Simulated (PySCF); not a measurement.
C₅H₅Cl, SMILES ClC1=CC=CC1.

Geometry: ωB97X-D3(BJ)/def2-SVP. The values are those of a single conformer.

Two levels are set side by side: PBE/def2-TZVP (PySCF) and HF/def2-TZVP (PySCF). Same geometry, gas phase. Differences are taken from unrounded values.

```json
[
 {"quantity": "orbital gap (eV)", "PBE": "3.54"},
 {"quantity": "highest occupied level (eV)", "PBE": "-5.32"},
 {"quantity": "lowest empty level (eV)", "PBE": "-1.78"},
 {"quantity": "dipole moment (D)", "PBE": "1.28"},
 {"quantity": "mean polarisability (bohr³)", "PBE": "69.2"}
]
```

These are the PBE values. What does HF give? (Estimate from the structure and the level; the computed values follow.)


```
quantity                        HF  PBE minus HF
---------------------------  -----  ------------
orbital gap (eV)             11.26         -7.72
highest occupied level (eV)  -8.45          3.13
lowest empty level (eV)       2.81         -4.59
dipole moment (D)             1.59         -0.32
mean polarisability (bohr³)   65.3           3.9
```

Without exact exchange PBE keeps part of each electron's self-repulsion, which lifts occupied levels and narrows the gap. Loosely held outer electrons make PBE densities more polarisable. Differences between two approximate levels are no errors against the true value.

Rough cost on one machine, each run with all the roots and properties that it gave: HF against PBE about 1/3.
